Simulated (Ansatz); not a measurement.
AlBClH2N, SMILES `[Cl][Al]1[BH][NH]1` from Hartree–Fock to CCSD(T)

```
atom   x (Å)   y (Å)   z (Å)
 Cl1  -0.654  -1.996   2.293
 Al2   0.151  -0.569   1.000
  B3   0.734   0.754  -0.366
  N4  -0.469   0.062  -0.574
  H5   1.328   1.581  -0.984
  H6  -1.090   0.169  -1.369
```

Charge 0, multiplicity 1. Geometry: relaxed with PBE0-D4/def2-TZVP. Frozen core, restricted reference, the Gaussian-basis code of Ansatz. CBS rows extrapolate triple and quadruple zeta; past MP2 they add the triple-zeta difference.

```tsv
basis	HF (Eh)	MP2 corr.	CCSD corr.	(T)	CCSD(T) total
def2-SVP	-781.50486	-0.43521	-0.46856	-0.01523	-781.98865
def2-TZVPP	-781.83988	-0.55900	-0.59186	-0.02740	-782.45914
def2-QZVPP	-781.86309	-0.60479	–	–	–
CBS(def2)	-781.86629	-0.63871	-0.67156	as TZ	-782.56525
```
